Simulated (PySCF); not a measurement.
BGe₂H₇. Atoms are numbered in the order given.

```xyz
10

B      0.0000     0.0000     0.9233
Ge     1.8096    -0.0026    -0.0731
H      2.9376    -0.7481     0.6743
H      2.2451     1.4806    -0.2012
H      1.7147    -0.5692    -1.5068
Ge    -1.8096     0.0026    -0.0731
H     -2.2451    -1.4806    -0.2012
H     -1.7147     0.5692    -1.5068
H     -2.9376     0.7481     0.6743
H      0.0000     0.0000     2.1293
```

Coordinates come from a B3LYP-D3(BJ)/def2-SVP optimisation. The structure was generated by enumeration, and PubChem lists no compound with its InChIKey, so it may never have been made.

Computed with PySCF with HF/def2-TZVP.

ESP charges are fitted to the potential on shells at 1.4 to 2.0 van der Waals radii. Atomic charges (e):

```tsv
atom	IAO	Löwdin	ESP fit	Mulliken
B1	-0.26	(withheld)	0.33	-0.06
Ge2	0.52	(withheld)	0.12	0.08
H3	-0.13	(withheld)	-0.07	-0.02
H4	-0.13	(withheld)	-0.07	-0.03
H5	-0.14	(withheld)	-0.07	-0.02
Ge6	0.52	(withheld)	0.12	0.08
H7	-0.13	(withheld)	-0.07	-0.03
H8	-0.14	(withheld)	-0.07	-0.02
H9	-0.13	(withheld)	-0.07	-0.02
H10	0.02	(withheld)	-0.14	0.04
```

### Question
Complete the blanks. (Estimate from the structure and the level; the computed values follow.)

### Answer

- B1, Löwdin: -0.56
- Ge2, Löwdin: 0.45
- H3, Löwdin: -0.07
- H4, Löwdin: -0.06
- H5, Löwdin: -0.07
- Ge6, Löwdin: 0.45
- H7, Löwdin: -0.06
- H8, Löwdin: -0.07
- H9, Löwdin: -0.07
- H10, Löwdin: 0.06
